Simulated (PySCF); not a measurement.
C2H9NSi, SMILES C[SiH](C)N.

Coordinates come from a B3LYP-D3(BJ)/def2-SVP optimisation. One conformer was computed; it need not be the lowest.

These are TDDFT-LC-ωPBE/def2-SVPD (PySCF) values and carry that method's errors.

Vertical excitations. The molecule is in vacuum.

| state | energy (eV) | λ (nm) | f | main pairs |
|---|---|---|---|---|
| S1 | 6.97 | 178 | 0.049 | HOMO→LUMO 64 %, HOMO→LUMO+1 15 % |
| S2 | 8.27 | 150 | 0.013 | HOMO→LUMO+1 48 %, HOMO→LUMO 19 % |
| S3 | 8.45 | 147 | 0.018 | HOMO→LUMO+3 37 %, HOMO→LUMO+2 14 %, HOMO→LUMO+4 13 %, HOMO→LUMO+1 10 % |
| S4 | 8.62 | 144 | 0.050 | HOMO→LUMO+2 44 %, HOMO→LUMO+3 10 %, HOMO→LUMO+6 8 %, HOMO→LUMO+9 7 % |
| S5 | 9.04 | 137 | 0.015 | HOMO→LUMO+5 21 %, HOMO→LUMO+7 19 %, HOMO−2→LUMO 14 %, HOMO→LUMO+8 11 % |
| S6 | 9.16 | 135 | 0.035 | HOMO−1→LUMO 72 % |
| S7 | 9.35 | 133 | 0.135 | HOMO−1→LUMO+1 53 % |
| S8 | 9.44 | 131 | 0.022 | HOMO→LUMO+3 16 %, HOMO→LUMO+6 16 %, HOMO→LUMO+9 11 %, HOMO→LUMO+5 9 % |
| S9 | 9.49 | 131 | 0.004 | HOMO→LUMO+9 35 %, HOMO→LUMO+6 13 %, HOMO−1→LUMO+1 9 %, HOMO→LUMO+4 6 % |
| S10 | 9.75 | 127 | 0.050 | HOMO−2→LUMO 31 %, HOMO−1→LUMO+2 11 %, HOMO−1→LUMO+3 8 %, HOMO→LUMO+5 8 % |
| T1 | 6.54 | 189 | 0 | HOMO→LUMO 57 %, HOMO→LUMO+1 16 % |
| T2 | 8.06 | 154 | 0 | HOMO→LUMO+1 34 %, HOMO→LUMO 22 %, HOMO→LUMO+3 9 %, HOMO→LUMO+4 5 % |
| T3 | 8.11 | 153 | 0 | HOMO→LUMO+2 37 %, HOMO→LUMO+1 11 %, HOMO→LUMO+3 11 %, HOMO−2→LUMO 6 % |
| T4 | 8.25 | 150 | 0 | HOMO→LUMO+3 27 %, HOMO→LUMO+2 19 %, HOMO→LUMO+4 11 % |
Triplets are in the Tamm–Dancoff approximation, which puts them higher than full response would, so one can lie above its singlet here.
Roots above 9.2 eV, the ΔSCF ionisation energy, lie in the ionisation continuum and depend on the basis.
